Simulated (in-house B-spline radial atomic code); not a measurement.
Values are calculated unless marked as measured or tabulated.
Correlation energy from the adiabatic connection: −Z/r, Z = 1.85

Two electrons in a singlet, external potential −Z/r, Z = 1.85 (atomic units). Full CI in B-splines (partial waves to l = 8, correlation up to 0.6 % small) with the density held fixed gives W(λ) = <V_ee>_λ − U, and E_c is the integral of W(λ) − W(0) from 0 to 1.

```json
{"λ": "0", "W(λ) − W(0) (hartree)": "0.00000"}
{"λ": "0.02", "W(λ) − W(0) (hartree)": "-0.00193"}
{"λ": "0.05", "W(λ) − W(0) (hartree)": "-0.00480"}
{"λ": "0.12", "W(λ) − W(0) (hartree)": "-0.01132"}
{"λ": "0.25", "W(λ) − W(0) (hartree)": "-0.02285"}
{"λ": "0.4", "W(λ) − W(0) (hartree)": "-0.03531"}
{"λ": "0.6", "W(λ) − W(0) (hartree)": "-0.05064"}
{"λ": "0.8", "W(λ) − W(0) (hartree)": "-0.06468"}
{"λ": "1", "W(λ) − W(0) (hartree)": "-0.07756"}
```

Problem. Integrate the table by the trapezoid rule.

Solution. The strips give -0.00002, -0.00010, -0.00056, -0.00222, -0.00436, -0.00859, -0.01153, -0.01422, which sum to -0.04162 hartree. The direct value, W(1) − W(0) + T_c with T_c = 0.03586, is -0.04170; the curve is convex, so chords lie above it and the trapezoids fall short in size by 0.20 %.

Problem. Now use only three numbers: W(0) = -0.93028, the initial slope W'(0) = -0.09713 (extrapolated from the first points) and the strong-coupling limit of the point-charge-plus-continuum model, W∞ = -1.3285. What do second-order theory and the interpolation W(λ) = W∞ + (W(0) − W∞)/√(1 + 2χλ) of Seidl, Perdew and Levy give?

Solution. Second order keeps the slope alone: E_c = W'(0)/2 = -0.04856, +16 % in size against -0.04170. Matching the slope fixes χ = W'(0)/(W∞ − W(0)) = -0.09713/(-0.39822) = 0.24391. Integrating, with s = √(1 + 2χ) = 1.219763, E_c = −(W(0) − W∞)(s − 1)/(s + 1) = −0.39822 × 0.219763/2.219763 = -0.03942 hartree, -5.5 % in size against the full result. At λ = 1 the formula gives W − W(0) = -0.07175 against -0.07756. Part of the miss can come from the model's W∞.
